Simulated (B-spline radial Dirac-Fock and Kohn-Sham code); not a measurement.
**Binding energies of Pm⁶⁺ at several levels of theory**

System: Pm⁶⁺ in the configuration [Kr] 4d10 4f3 5s2 5p4.

The density-functional columns are spherical, spin-unpolarised Dirac-Kohn-Sham results without Breit or QED terms: −ε is minus the orbital energy of the initial state and ΔSCF the difference of two total energies. The reference in the last column comes from relaxed Dirac-Fock hole states (ΔSCF) with Breit and QED corrections and a finite nucleus. All numbers are from a radial finite-basis atomic code, in eV; a selection of levels is shown. The Kohn-Sham columns are given as differences from the reference. For the 1s level of heavy atoms much of the gap between ΔSCF and the reference is the Breit and QED part, -184.1 eV here; for other levels the error of the functional can be larger.

```
level  PBE −ε − DF  PBE ΔSCF − DF  LDA −ε − DF  LDA ΔSCF − DF  Dirac-Fock
   1s       -219.1         +216.7       -263.1         +171.4     45279.3
   2s       -135.4          -53.5       -141.2          -59.1      7530.8
2p1/2       -102.8           -0.4       -105.2           -2.6      7110.9
2p3/2       -109.5          -16.1       -111.2          -17.6      6557.4
   3s        -70.8          -42.3        -72.4          -43.8      1752.2
3p1/2        -57.5          -27.7        -58.1          -28.2      1572.8
3p3/2        -56.8          -28.5        -57.2          -28.8      1459.5
3d3/2        -37.7           -5.4        -37.5           -5.1      1151.6
3d5/2        -38.3           -6.5        -38.0           -6.2      1127.7
   4s        -34.4          -20.1        -35.1          -20.8       436.9
4p1/2        -27.5          -13.4        -27.8          -13.7       366.6
4d3/2        -14.6           -1.4        -14.5           -1.3       224.1
4d5/2        -14.6           -1.6        -14.6           -1.5       219.7
   4f         -8.8           +2.8         -8.4           +3.2       91.73
   5s         -8.2           -0.2         -7.9           +0.2       122.8
   5p         -6.0           +1.4         -5.7           +1.8       98.17
```

Values without a named source are computed, but for edge energies of neutral atoms, which are taken from tables.
